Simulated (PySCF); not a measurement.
Compound: C₂H₅ClO₂Si.
Cartesian coordinates in Å at the PBE0-D3(BJ)/def2-SVP level; atoms count from 1:
```xyz
11
C2H5ClO2Si angstrom
C     -1.9262    0.1126    0.4868
C     -0.5987    0.2766   -0.1782
O     -0.3767    0.9386   -1.1646
O      0.3886   -0.3983    0.4238
Si     1.9092   -0.2066   -0.3447
Cl     3.1546   -1.3641    0.8110
H     -2.6873    0.6890   -0.0497
H     -2.1963   -0.9531    0.5075
H     -1.8570    0.4472    1.5322
H      1.8789   -0.7744   -1.7102
H      2.3618    1.1992   -0.2572
```

The calculation used PBE0-D3(BJ)/def2-SVP geometry optimisation, gas phase (PySCF 2.14.0).

Take the most abundant isotopes and a rigid rotor. The values belong to one conformer with, in the numbering `[CH3:1][C:2](=[O:3])[O:4][SiH2:5][Cl:6]`, C1–C2–O4–Si5 180°, C2–O4–Si5–Cl6 180°.

(1) What are A, B and C (GHz)?

(2) What kind of rotor is it?

(3) What does the inertial defect say?

(4) Give the other two planar moments, Paa and Pbb, and the rms extents of the mass along the axes.

(5) Where do the levels up to J = 2 lie, in cm⁻¹?

(6) Predict some low-J microwave lines.

(7) Estimate the classical rotational partition function at 10 K, 100 K and 298.15 K.

Answers

(1) Ia = 74.63, Ib = 453.57, Ic = 518.75 u·Å²; 505379 MHz·u·Å²/I gives 6772, 1114 and 974.2 MHz, that is A = 6.7719, B = 1.1142, C = 0.9742 GHz.

(2) A near-prolate asymmetric top. Ray's parameter κ = (2B − A − C)/(A − C) = -0.952; −1 is the prolate and +1 the oblate limit.

(3) Not planar: Δ = Ic − Ia − Ib = -9.44 u·Å². For a rigid frame Δ = −2 Σ m c², so Σ m c² = 4.72 u·Å² lies off the ab plane, practically all of it from hydrogen. The atom farthest from that plane is 1.25 Å away.

(4) Paa = Σ m a² = (Ib + Ic − Ia)/2 = 448.85 and Pbb = Σ m b² = (Ia + Ic − Ib)/2 = 69.91 u·Å². With the mass M = 123.97 u, the rms extents √(P/M) along a, b and c are 1.90, 0.75, 0.20 Å.

(5) Above 0(0,0):
J = 1: 1(0,1) 0.0697, 1(1,1) 0.2584, 1(1,0) 0.2631
J = 2: 2(0,2) 0.2089, 2(1,2) 0.3930, 2(1,1) 0.4071, 2(2,1) 0.9732, 2(2,0) 0.9733
The levels of one J sum to (2J + 1)J(J + 1)(A + B + C)/3.

(6) The dipole components are |μa| = 1.20 D, |μb| = 1.02 D, |μc| = 0.00 D; the mirror of this Cs structure is the ab plane, so μc vanishes by symmetry (the 0.01 D computed is a residue) and there are no c-type lines. Intensities carry the squares of the components, which stand as 1.00 : 0.72 (a : b). Some lines, for components of 0.1 D or more:

| type | branch | J(Ka,Kc) | MHz | lower level (cm⁻¹) |
| --- | --- | --- | --- | --- |
| a | Q | 2(1,1) ← 2(1,2) | 420 | 0.393 |
| a | R | 1(0,1) ← 0(0,0) | 2088 | 0.000 |
| a | R | 2(1,2) ← 1(1,1) | 4037 | 0.258 |
| a | R | 2(0,2) ← 1(0,1) | 4174 | 0.070 |
| a | R | 2(1,1) ← 1(1,0) | 4317 | 0.263 |
| a | R | 3(1,3) ← 2(1,2) | 6054 | 0.393 |
| b | Q | 3(1,2) ← 3(0,3) | 6159 | 0.418 |
| a | R | 3(0,3) ← 2(0,2) | 6255 | 0.209 |
| a | R | 3(1,2) ← 2(1,1) | 6474 | 0.407 |
| b | R | 1(1,1) ← 0(0,0) | 7746 | 0.000 |
| b | R | 2(1,2) ← 1(0,1) | 9695 | 0.070 |
| b | R | 3(1,3) ← 2(0,2) | 11574 | 0.209 |
| b | Q | 2(2,0) ← 2(1,1) | 16976 | 0.407 |
| b | Q | 3(2,2) ← 3(1,3) | 17605 | 0.595 |
| b | R | 2(2,1) ← 1(1,0) | 21290 | 0.263 |
| b | R | 2(2,0) ← 1(1,1) | 21433 | 0.258 |
| b | R | 3(2,2) ← 2(1,1) | 23238 | 0.407 |
| b | R | 3(3,1) ← 2(2,0) | 34903 | 0.973 |

(7) Point group Cs, symmetry number σ = 1; q = (√π/σ)·√((kT/h)³/(ABC)), k/h = 20836.6 MHz/K: 1970 at 10 K, 62200 at 100 K, 320000 at 298.15 K.

Stationary, but not proved a minimum. Constants of a rigid frame at the computed geometry: no zero-point averaging, no centrifugal distortion. A rigid rotor knows nothing of internal rotation, which can split or shift real lines. Quadrupole hyperfine structure (35Cl) is left out.
